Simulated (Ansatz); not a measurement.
Isolated molecules relaxed with PBE0-D4/def2-TZVP in Ansatz; ΔE leaves out vibrations. CCSD(T)/CBS adds triple-zeta CCSD(T) − MP2 to the extrapolated MP2 energy (def2 sets, frozen cores). DFT in def2-TZVPP. Each species was taken in one conformer, which may not be the lowest.

`[SiH3]BS[SiH3]` + `CCCC(=O)O` → `O=C(O)C[SiH3]` + `CCBS[SiH3]`  (formal exchange of groups at the Si–B bond)

```
  level  ΔE (kJ/mol)
ωB97X-V        -44.2
   PBE0        -42.3
```

(1) What does CCSD(T)/CBS give? (An estimate is asked.)

Largest T1 diagnostic among the species: 0.015.

## Answers

(1) Ansatz gave: -43.6 kJ/mol. The listed levels differ from it by -0.6, 1.3 kJ/mol.
